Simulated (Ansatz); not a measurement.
Harmonic vibrations of `[O]B(F)F` radical by finite differences.

```yaml
crystal:
  periodic: [false, false, false]
  atoms:
    - {symbol: O, position_ang: [0.523384, 0.226002, 1.210894]}
    - {symbol: B, position_ang: [0.006946, -0.018356, -0.021631]}
    - {symbol: F, position_ang: [-0.259795, -1.256921, -0.372766]}
    - {symbol: F, position_ang: [-0.215037, 0.988974, -0.836798]}
basis:
  gaussian: {orbitals: def2-TZVP}
magnetization: {spin_polarized: true, initial_magnetization: 1}
hamiltonian: {xc: pbe0, dispersion: d4}
phonons: {temperatures: {t_min: 298.15, t_max: 900, t_step: 200}}
```

```sh
$ ansatz run in.yaml --threads 2 --pin off --events-out ev --progress --plain --max-ram 22528MiB --backend cpu
```

Output, abridged:

```
Functional definition: PBE0
mean field -8154.62470522 eV, -299.6769305139 hartree, gradient 3.1e-5 eV, S^2 0.753333; 1 other end points of the search recorded, 0 dependent functions left out
mean field -8154.62460498 eV, -299.6769268298 hartree, gradient 2.5e-6 eV, S^2 0.753336; 0 other end points of the search recorded, 0 dependent functions left out
mean field -8154.62458946 eV, -299.6769262596 hartree, gradient 1.3e-6 eV, S^2 0.753330; 0 other end points of the search recorded, 0 dependent functions left out
mean field -8154.62469087 eV, -299.6769299864 hartree, gradient 1.4e-6 eV, S^2 0.753334; 0 other end points of the search recorded, 0 dependent functions left out
mean field -8154.62468644 eV, -299.6769298235 hartree, gradient 2.8e-6 eV, S^2 0.753332; 0 other end points of the search recorded, 0 dependent functions left out
mean field -8154.62453931 eV, -299.6769244165 hartree, gradient 1.5e-6 eV, S^2 0.753332; 0 other end points of the search recorded, 0 dependent functions left out
mean field -8154.62451944 eV, -299.6769236865 hartree, gradient 1.5e-6 eV, S^2 0.753334; 0 other end points of the search recorded, 0 dependent functions left out
mean field -8154.62457729 eV, -299.6769258124 hartree, gradient 2.0e-6 eV, S^2 0.753333; 0 other end points of the search recorded, 0 dependent functions left out
mean field -8154.62457147 eV, -299.6769255985 hartree, gradient 2.1e-6 eV, S^2 0.753333; 0 other end points of the search recorded, 0 dependent functions left out
mean field -8154.62468961 eV, -299.6769299401 hartree, gradient 2.9e-6 eV, S^2 0.753332; 0 other end points of the search recorded, 0 dependent functions left out
mean field -8154.62469642 eV, -299.6769301903 hartree, gradient 2.8e-6 eV, S^2 0.753333; 0 other end points of the search recorded, 0 dependent functions left out
mean field -8154.62457557 eV, -299.6769257491 hartree, gradient 2.4e-6 eV, S^2 0.753330; 0 other end points of the search recorded, 0 dependent functions left out
mean field -8154.62457502 eV, -299.6769257291 hartree, gradient 2.6e-6 eV, S^2 0.753336; 0 other end points of the search recorded, 0 dependent functions left out
mean field -8154.62467180 eV, -299.6769292854 hartree, gradient 3.0e-6 eV, S^2 0.753333; 0 other end points of the search recorded, 0 dependent functions left out
mean field -8154.62469016 eV, -299.6769299601 hartree, gradient 2.9e-6 eV, S^2 0.753333; 0 other end points of the search recorded, 0 dependent functions left out
Total energy: -8154.66080127 eV, -299.6782570190 hartree
Atom 0 at     0.523384     0.226002     1.210894 Å, force     0.000772     0.000339     0.001716 eV/Å
Atom 1 at     0.006946    -0.018356    -0.021631 Å, force     0.001515     0.000798     0.004008 eV/Å
Atom 2 at    -0.259795    -1.256921    -0.372766 Å, force    -0.001103     0.001454    -0.003280 eV/Å
Atom 3 at    -0.215037     0.988974    -0.836798 Å, force    -0.001184    -0.002591    -0.002444 eV/Å
Dipole moment:    -0.007445    -0.003528    -0.017792 e Å
Vibrations: 375.81 457.29 662.23 887.77 1454.12 1456.95 cm⁻¹, zero-point energy 0.328197 eV
```

Run time 23 s (2 threads of an AMD EPYC 7R13 on a shared host); peak host memory 0.28 GiB.
